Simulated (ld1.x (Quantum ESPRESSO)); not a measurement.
# Transferability test, PAW potential for Cr

chromium, PAW, made with ld1.x (Quantum ESPRESSO) 7.5 (PBE, scalar-relativistic). Core [Ne], reference 3s2 3p6 3d5 4s0 4p0 (charge +1). Waves: 3s (bound): rcut 1.60, rcutus 1.70 bohr; 4s (bound, empty): rcut 1.60, rcutus 1.70 bohr; 3p (bound): rcut 1.30, rcutus 1.45 bohr; 4p (bound, empty): rcut 1.30, rcutus 1.45 bohr; 3d (bound): rcut 1.20, rcutus 1.70 bohr; 3d channel at -0.35 Ry: rcut 1.20, rcutus 1.70 bohr. Local part: all-electron potential smoothed inside 1.10 bohr (lloc = -2). Core correction: a·sin(br)/r model core, default radius (core density twice the valence density). Augmentation charge: PSQ, inside the norm-conserving radii.

Energies are relative to the spin-unpolarised reference configuration 3s2 3p6 3d5 4s0 4p0; without spin polarisation the order of configurations can differ from experiment.

Q: Give the all-electron excitation energy and the error of the potential for: 3s2 3p6 3d5 4s1 4p0; 3s2 3p6 3d4 4s0 4p0; 3s2 3p6 3d3 4s0 4p0; 3s2 3p6 3d4 4s1 4p1; 3s2 3p6 3d4 4s1 4p0; 3s2 3p6 3d5 4s0 4p1; 3s2 3p5 3d5 4s1 4p0.

A:

| valence configuration | charge | ΔE all-electron (eV) | error AE − PS (meV) |
| --- | --- | --- | --- |
| 3s2 3p6 3d5 4s1 4p0 | 0 | -6.901 | +1.1 |
| 3s2 3p6 3d4 4s0 4p0 | +2 | 16.053 | +0.3 |
| 3s2 3p6 3d3 4s0 4p0 | +3 | 46.801 | -0.9 |
| 3s2 3p6 3d4 4s1 4p1 | 0 | -3.395 | +1.9 |
| 3s2 3p6 3d4 4s1 4p0 | +1 | 1.086 | +1.9 |
| 3s2 3p6 3d5 4s0 4p1 | 0 | -3.780 | +0.4 |
| 3s2 3p5 3d5 4s1 4p0 | +1 | 44.612 | -18 |
